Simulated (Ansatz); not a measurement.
A nudged elastic band was laid between two geometries of C2H7Ga + H2 (12 atoms, charge 0, multiplicity 1).

Theory: RHF/def2-SVP (Ansatz 0.2.0).

- movable images: 9
- climbing image: yes
- spring: 5.0 eV/Å²
- optimiser: quadratic models (default)
- start path: through a guess of the saddle point
- force threshold: 0.05 eV/Å
- iteration limit: 60
- end points: relaxed

First end point:

```xyz
12
Properties=species:S:1:pos:R:3
Ga -0.022 0.209 0.230
C -0.063 0.520 2.198
H -1.064 0.412 2.621
H 0.612 -0.162 2.723
H 0.282 1.536 2.418
H 1.380 0.019 -0.483
C -1.701 0.179 -0.844
H -2.284 -0.716 -0.601
H -2.332 1.040 -0.605
H -1.516 0.176 -1.919
H -0.056 -3.247 0.411
H -0.129 -3.125 1.145
```

Last end point:

```xyz
12
Properties=species:S:1:pos:R:3
Ga -0.032 -0.863 -0.956
C -0.015 -0.113 3.009
H -1.090 0.030 3.122
H 0.470 -0.002 3.979
H 0.383 0.635 2.322
H 1.318 -0.062 -1.130
C -1.781 0.047 -1.214
H -2.599 -0.481 -0.721
H -1.757 1.076 -0.849
H -2.013 0.091 -2.283
H 0.040 -2.403 -0.612
H 0.182 -1.115 2.626
```

Task: What changes between the two ends?

Result: Bonds broken: Ga1–C2, H11–H12. Bonds formed: Ga1–H11, C2–H12. C2H7Ga + H2 becomes CH4 + CH5Ga.

Task: What energy profile does the band end with?

Result: The forces met the threshold. The highest image is number 5 of 0 to 10, 186.5 kJ/mol above the first end and 251.9 kJ/mol above the last; the last end lies 65.4 kJ/mol below the first. Neighbouring images differ by up to 1.9 eV, so the band resolves the path poorly. A vibrational analysis at the climbing image gives one clearly imaginary mode, 1859i cm⁻¹: a first-order saddle point. The orbitals stay closed-shell, which can raise the energy where a bond breaks towards radicals; this wasn't checked here.

```csv
image,path coordinate (Å),energy (kJ/mol),Ga1–C2 (Å),H11–H12 (Å),Ga1–H11 (Å)
0,0.00,0.0,1.99,0.75,3.46
1,0.62,0.0,1.99,0.75,3.31
2,1.24,1.2,1.99,0.75,2.90
3,1.86,10.5,2.00,0.75,2.49
4,2.48,60.2,2.04,0.76,2.10
5,3.10,186.5,2.23,1.05,1.79
6,3.76,6.3,2.59,1.70,1.61
7,4.42,-51.0,2.99,2.24,1.58
8,5.08,-63.1,3.38,2.77,1.58
9,5.74,-65.1,3.75,3.21,1.58
10,6.40,-65.4,4.04,3.49,1.58
```

Task: What is the geometry of the highest image?

Result: 
```xyz
12
Properties=species:S:1:pos:R:3:forces:R:3
Ga 0.036 -0.351 -0.027 0.00 0.00 -0.03
C -0.128 -0.096 2.186 0.00 0.00 0.01
H -1.125 -0.254 2.600 -0.01 0.00 0.01
H 0.622 -0.469 2.885 0.01 -0.01 0.01
H 0.035 0.982 2.100 0.00 0.00 0.01
H 1.495 0.005 -0.455 0.01 0.00 0.00
C -1.718 0.040 -0.855 0.01 -0.01 0.00
H -2.505 -0.575 -0.415 -0.01 0.00 0.00
H -1.987 1.089 -0.709 0.00 0.01 -0.01
H -1.697 -0.152 -1.930 -0.01 0.00 0.00
H 0.076 -2.038 0.565 0.00 -0.01 0.00
H 0.003 -1.341 1.348 0.00 0.01 -0.01
```

The band took 13 iterations and roughly 4 core-minutes.

Time of the run: 2.2 min on 2 threads of Arm Neoverse V2, on a shared host, peak memory 0.22 GiB.
